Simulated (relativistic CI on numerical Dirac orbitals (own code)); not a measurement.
# The magnetic moment of free Gd⁴⁺ at 300 K

Problem. Gd⁴⁺ (4f6) has the ground term 7F, whose calculated levels (Dirac-Coulomb-Breit CI, one configuration, Slater integrals scaled by 0.75) lie at J = 0: 0, J = 1: 575, J = 2: 1498, J = 3: 2606, J = 4: 3800, J = 5: 5018, J = 6: 6215 cm⁻¹. Find the effective moment at 300 K in LS coupling.

Working.
1. S = 3, L = 3. The ground level J = 0 has no moment of its own.
2. kT = 208.5 cm⁻¹. Populations (2J + 1)e^(−E/kT)/Z: J = 0: 0.837, J = 1: 0.160, J = 2: 0.003.
3. The field also mixes neighbouring J. With F_J = [(S + L + 1)² − J²][J² − (S − L)²]/J, each level gains α_J = [F_(J+1)/(E_(J+1) − E_J) − F_J/(E_J − E_(J−1))]/[6(2J + 1)], and μ²(J) = g_J²J(J + 1) + 3kT α_J.
4. Values of μ²(J): J = 0: 0.000 + 8.709, J = 1: 4.500 + 0.483, J = 2: 13.500 + 0.227.
5. The thermal average gives μ_eff = 2.85 μB, or χT = μ²/8 = 1.02 cm³ K mol⁻¹.

Remark. The computed ground level holds 88 % of 7F. The next levels are low, so field-induced mixing and thermal population carry the moment away from the ground-level value, by an amount that depends on temperature.
